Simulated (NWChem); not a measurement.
System: C₄H₃B; SMILES C#CBC#C

Program: NWChem. Each level has its own optimisation; frequencies are unscaled.

```json
[
 {"level": "LDA (Slater exchange, VWN5)/def2-SVP", "r B–C (Å)": "1.502", "r B–H (Å)": "1.222", "r C–C (Å)": "1.228", "r C–H (Å)": "1.086", "highest harmonic frequency (cm⁻¹)": "3379", "lowest (cm⁻¹)": "118", "zero-point energy (kcal/mol)": "30.7", "dipole (D)": "1.06"},
 {"level": "Hartree-Fock/STO-3G", "r B–C (Å)": "1.518", "r B–H (Å)": "1.165", "r C–C (Å)": "1.179", "r C–H (Å)": "1.067", "highest harmonic frequency (cm⁻¹)": "3927", "lowest (cm⁻¹)": "148", "zero-point energy (kcal/mol)": "37.6", "dipole (D)": "0.57"},
 {"level": "PBE0/def2-SVP", "r B–C (Å)": "1.516", "r B–H (Å)": "1.209", "r C–C (Å)": "1.220", "r C–H (Å)": "1.076", "highest harmonic frequency (cm⁻¹)": "3476", "lowest (cm⁻¹)": "123", "zero-point energy (kcal/mol)": "31.7", "dipole (D)": "0.95"}
]
```
